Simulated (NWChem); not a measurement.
System: CH$_{5}$CdN; SMILES [Cd]([NH2])[CH3]

Here is an NWChem input.

```
start job
memory heap 200 mb stack 900 mb global 1100 mb
geometry units angstroms noautosym nocenter noautoz
  Cd     0.471962    -0.048168    -0.000564
  C      0.586914     2.046548     0.005626
  H     -0.037393     2.464138     0.809814
  H      0.227615     2.453397    -0.951702
  H      1.622816     2.384075     0.158792
  N      0.513943    -2.059970    -0.004643
  H      0.153783    -2.512051    -0.843066
  H      0.065635    -2.518119     0.786655
end
basis spherical
  * library def2-svpd
end
ecp
  Cd library def2-ecp
end
dft
  xc b3lyp
  iterations 150
end
property
  response 1 0.0
end
task dft property
```

Coordinates come from a PBE0/def2-SVP optimisation. def2 effective core potentials on Cd; no spin-orbit coupling.

Static field.

Problem. Predict the main results of this run. (B3LYP/def2-SVPD with def2 effective core potentials on Cd.) Quantities: isotropic polarisability (bohr³); anisotropy (bohr³).

Solution. 
```json
{
  "isotropic polarisability (bohr³)": "55.9",
  "anisotropy (bohr³)": "34.0"
}
```
